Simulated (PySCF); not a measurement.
SiEt2(NHMe)2, C6H18N2Si.
Cartesian coordinates in Å at the PBE0-D3(BJ)/def2-SVP level; atoms count from 1:
```xyz
27
C6H18N2Si angstrom
Si    -0.033    0.023    0.043
C     -0.075   -0.128    1.925
C     -1.469    0.029    2.526
H      0.608    0.637    2.334
H      0.367   -1.099    2.217
H     -1.465   -0.045    3.625
H     -1.902    1.008    2.264
H     -2.161   -0.737    2.143
C      1.760    0.035   -0.550
C      2.505   -1.255   -0.217
H      2.290    0.903   -0.119
H      1.750    0.200   -1.642
H      3.527   -1.265   -0.627
H      2.591   -1.405    0.872
H      1.978   -2.135   -0.622
N     -0.800    1.444   -0.599
C     -0.208    2.733   -0.845
H     -1.811    1.468   -0.518
H     -0.269    3.434    0.012
H      0.859    2.621   -1.089
H     -0.674    3.237   -1.710
N     -0.974   -1.311   -0.545
C     -1.297   -1.543   -1.930
H     -1.060   -2.129    0.047
H     -2.314   -1.957   -2.054
H     -1.276   -0.583   -2.469
H     -0.597   -2.227   -2.451
```

Lines to be assigned: C 1s: 289.52 (area 2), 290.25 (area 2), 291.29 (area 2) eV; N 1s: 403.78 eV; Si 1s: 1845.81 eV; Si 2p3/2: 105.83 eV.

The calculation used delta-SCF UKS SCAN, pcX-2 on the ionised atom, pcseg-1 elsewhere, spin-free X2C in PySCF 2.14.0. Isolated species at its PBE0-D3(BJ)/def2-SVP geometry (one conformer only).

(1) Order the carbon atoms by C 1s binding energy.

Answers

(1) 289.52 eV: C2/C9 (carbon bonded to C, Si and 2 H); 290.25 eV: C3/C10 (carbon bonded to C and 3 H); 291.29 eV: C17/C23 (carbon bonded to N and 3 H). Lowest listed C 1s: C2/C9, bonded to C, 2 H and Si. Highest, 1.77 eV above it: C17/C23, bonded to N and 3 H.

Bonded neighbours of each site: Si1: 2 N and 2 C; C2/C9: C, 2 H and Si; C3/C10: C and 3 H; N16/N22: C, H and Si; C17/C23: N and 3 H.

Task: Which photon energy gives electrons from Si 1s of Si1 a kinetic energy of 100 eV, and what is their de Broglie wavelength?

Result: hν = 1845.81 + 100 = 1945.81 eV, recoil neglected; λ = 12.264 Å/√(E/eV) = 1.23 Å.

Topologically equivalent atoms share the value of their first member; where this conformer doesn't relate them by symmetry, their own values could differ. 2p3/2 and 2p1/2 are the ΔSCF energy of one spin-free 2p hole plus the eigenvalues of a spin–orbit and ligand-field matrix of the shell. 2p1/2 minus 2p3/2 (ligand field included): Si 0.62 eV.
